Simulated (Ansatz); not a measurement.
Mulliken charges of `[OH][V]([OH])([F])=[S]` from r2SCAN/def2-TZVPP in Ansatz (PBE0-D4/def2-TZVP geometry).

| atom | x (Å) | y (Å) | z (Å) | charge (e) |
| --- | --- | --- | --- | --- |
| O1 | -1.005 | 0.582 | 1.117 | -0.447 |
| V2 | -0.030 | -0.336 | -0.001 | 1.054 |
| O3 | 1.610 | 0.250 | 0.069 | -0.447 |
| F4 | -0.065 | -2.005 | 0.442 | -0.349 |
| S5 | -0.745 | -0.120 | -1.852 | -0.283 |
| H6 | -1.821 | 1.030 | 0.879 | 0.235 |
| H7 | 2.117 | 0.530 | -0.699 | 0.235 |

**Question.** By hand: the dipole of these point charges (1 e Å = 4.8032 D).

**Answer.** Σ q r = (0.001, 0.374, -0.119) e Å, of length 0.392 e Å = 1.88 D.

**Question.** How does the dipole of the full density compare? (An estimate is asked.)

**Answer.** Computed: (-0.002, 0.424, -0.141) e Å, 2.15 D; the point charges give 0.87 times that, at 1° from its direction.

Point charges leave out the atoms' own dipoles, such as those of lone pairs, and Mulliken's split depends on the basis, so the close match here is no proof of good charges.
